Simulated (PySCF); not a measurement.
CH5AlBO, C2H7OSi, CH5OSi, CH6NOSi (calculated)

Computed with PySCF 2.14.0. Calculation on a computer-drawn molecule: the log of a Hartree-Fock and frozen-core CCSD(T) single point meant for a local Hartree-Fock minimum, with one planted fault or none, to be diagnosed. Offsets are logged minus clean, where the clean run is the same molecule without the fault. The reference is restricted for singlets and unrestricted otherwise, and also for a bond in bohr or an excited solution. Adding or removing an electron swaps singlet and doublet. The excited solution moves the top pair (singlet) or top alpha electron (doublet) to the lowest empty orbital. Highest occupied and lowest empty are orbital energies over both spins, largest force is the largest gradient component, triples share is (T) over the correlation energy, the T1 limit is 0.02 restricted and 0.045 unrestricted, electrons count all cores, a negative frequency is imaginary (commonest isotopes), and the dipole is about the centre of nuclear charge.

Common to all runs: meant basis cc-pV(D+d)Z; logged SCF converged yes; logged CC converged yes; logged SCF stable within its kind yes; possible faults no fault, one electron removed, one electron added, multiplicity raised by two, geometry at a saddle point, SCF held on an excited solution, minimal basis STO-3G, one bond length entered in bohr, all coordinates scaled.

(1) 
```xyz
9
formula=CH5AlBO meant_charge=0 meant_multiplicity=2 logged_electrons=37 logged_basis_functions=29 logged_spin_squared=0.7635 logged_highest_occupied=-3.7335 logged_lowest_empty=7.7979 logged_largest_force=0.038756 logged_T1_diagnostic=0.019206 logged_D1_diagnostic=0.081149 logged_triples_share=0.024568 logged_dipole_magnitude=2.4007 logged_energy_HF=-377.48984 logged_energy_CCSD(T)=-377.69433 planted_fault=minimal_basis_STO-3G HF_energy_offset_from_clean_run=2970 CCSD(T)_energy_offset_from_clean_run=3167
C     -0.3149    -0.3242     2.5637
O      0.5750    -1.3767     2.8055
B      1.1260    -2.1744     1.8721
Al     0.9604    -2.0363    -0.2984
H     -1.2873    -0.5655     2.9931
H      0.0649     0.5790     3.0403
H     -0.4388    -0.1317     1.4942
H      1.8561    -3.0281     2.3229
H     -0.0605    -2.9368    -1.1352
```

Units: logged_highest_occupied, logged_lowest_empty in eV; logged_largest_force in hartree/bohr; logged_dipole_magnitude in debye; logged_energy_HF, logged_energy_CCSD(T) in hartree; HF_energy_offset_from_clean_run, CCSD(T)_energy_offset_from_clean_run in kcal/mol.

Drawn bonds:
```tsv
atom	other atom	order
1	2	1
2	3	1
3	4	1
1	5	1
1	6	1
1	7	1
3	8	1
4	9	1
```

(2) 
```xyz
11
formula=C2H7OSi meant_charge=1 meant_multiplicity=1 logged_electrons=40 logged_basis_functions=100 logged_spin_squared=0 logged_highest_occupied=-18.076 logged_lowest_empty=-3.836 logged_largest_force=2.405e-06 logged_lowest_frequency=65.602 logged_T1_diagnostic=0.014538 logged_D1_diagnostic=0.056858 logged_triples_share=0.026107 logged_dipole_magnitude=1.8458 logged_energy_HF=-443.39207 logged_energy_CCSD(T)=-444.00583 planted_fault=no_fault HF_energy_offset_from_clean_run=0 CCSD(T)_energy_offset_from_clean_run=0
C     -1.8513    -0.4585    -1.5465
O     -0.8320    -1.3810    -1.9921
Si     0.5196    -2.0537    -1.6297
C      1.4452    -1.7648    -0.0835
H     -2.7832    -1.0114    -1.5091
H     -1.5929    -0.0623    -0.5684
H     -1.9058     0.3330    -2.2855
H      1.0036    -2.9637    -2.6585
H      0.9473    -1.0573     0.5793
H      2.4442    -1.3925    -0.3347
H      1.5770    -2.7218     0.4328
```

Units: logged_highest_occupied, logged_lowest_empty in eV; logged_largest_force in hartree/bohr; logged_lowest_frequency in cm⁻¹; logged_dipole_magnitude in debye; logged_energy_HF, logged_energy_CCSD(T) in hartree; HF_energy_offset_from_clean_run, CCSD(T)_energy_offset_from_clean_run in kcal/mol.

Drawn bonds:
```tsv
atom	other atom	order
1	2	1
2	3	1
3	4	1
1	5	1
1	6	1
1	7	1
3	8	1
4	9	1
4	10	1
4	11	1
```

(3) 
```xyz
8
formula=CH5OSi meant_charge=0 meant_multiplicity=2 logged_electrons=33 logged_basis_functions=76 logged_spin_squared=3.7627 logged_highest_occupied=-3.1462 logged_lowest_empty=-0.74847 logged_largest_force=0.12657 logged_T1_diagnostic=0.048157 logged_D1_diagnostic=0.27414 logged_triples_share=0.030036 logged_dipole_magnitude=5.6735 logged_energy_HF=-404.30427 logged_energy_CCSD(T)=-404.7575 planted_fault=multiplicity_raised_by_two HF_energy_offset_from_clean_run=161.1 CCSD(T)_energy_offset_from_clean_run=166
C      0.9154    -0.7115     0.4696
O      0.8778    -1.4064    -0.7500
Si    -0.3587    -1.4618    -1.8345
H      1.8776    -0.9035     0.9418
H      0.1220    -1.0483     1.1426
H      0.8107     0.3660     0.3146
H     -1.5838    -2.0282    -1.2113
H     -0.6651    -0.1050    -2.3591
```

Units: logged_highest_occupied, logged_lowest_empty in eV; logged_largest_force in hartree/bohr; logged_dipole_magnitude in debye; logged_energy_HF, logged_energy_CCSD(T) in hartree; HF_energy_offset_from_clean_run, CCSD(T)_energy_offset_from_clean_run in kcal/mol.

Drawn bonds:
```tsv
atom	other atom	order
1	2	1
2	3	1
1	4	1
1	5	1
1	6	1
3	7	1
3	8	1
```

Notes: T1 above single-reference limit.

(4) 
```xyz
10
formula=CH6NOSi meant_charge=0 meant_multiplicity=2 logged_electrons=41 logged_basis_functions=95 logged_spin_squared=3.7589 logged_highest_occupied=-2.6605 logged_lowest_empty=-0.64805 logged_largest_force=0.079766 logged_T1_diagnostic=0.019027 logged_D1_diagnostic=0.081599 logged_triples_share=0.025374 logged_dipole_magnitude=1.4973 logged_energy_HF=-459.39133 logged_energy_CCSD(T)=-460.00544 planted_fault=multiplicity_raised_by_two HF_energy_offset_from_clean_run=151.7 CCSD(T)_energy_offset_from_clean_run=166.6
C     -1.2537    -1.2537    -1.7552
O     -0.8979    -0.8373    -0.4608
Si     0.4624    -0.0114    -0.0406
N      0.5433     1.4681    -0.9215
H     -2.2826    -1.6109    -1.7288
H     -0.6098    -2.0705    -2.0929
H     -1.1815    -0.4320    -2.4709
H      1.6963    -0.7616    -0.4082
H     -0.1566     2.1722    -0.7746
H      1.4408     1.8981    -1.0524
```

Units: logged_highest_occupied, logged_lowest_empty in eV; logged_largest_force in hartree/bohr; logged_dipole_magnitude in debye; logged_energy_HF, logged_energy_CCSD(T) in hartree; HF_energy_offset_from_clean_run, CCSD(T)_energy_offset_from_clean_run in kcal/mol.

Drawn bonds:
```tsv
atom	other atom	order
1	2	1
2	3	1
3	4	1
1	5	1
1	6	1
1	7	1
3	8	1
4	9	1
4	10	1
```
